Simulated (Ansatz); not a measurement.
Ansatz (a first-principles code) input:

Ansatz 0.2 input:
```yaml
crystal:
  periodic: [false, false, false]
  atoms:
    - {symbol: B, position_ang: [0.61577597, 0.42487701, 0.03058209]}
    - {symbol: N, position_ang: [-0.49557235, -0.32902578, -0.02413851]}
    - {symbol: H, position_ang: [1.77140185, 0.01022503, 0.04350638]}
    - {symbol: H, position_ang: [-1.38127524, 0.16857038, -0.02744730]}
basis:
  gaussian:
    orbitals: def2-TZVP
hamiltonian:
  xc: b3lyp
  dispersion: d3bj
total_charge: -1
magnetization: {spin_polarized: true, initial_magnetization: 1}
phonons: {temperatures: {t_min: 298.15, t_max: 298.15, t_step: 100}}
```

Problem. What final total energy does it print?

Solution. -80.80303 Eh (B3LYP-D3(BJ)/def2-TZVP). The basis has 74 functions.
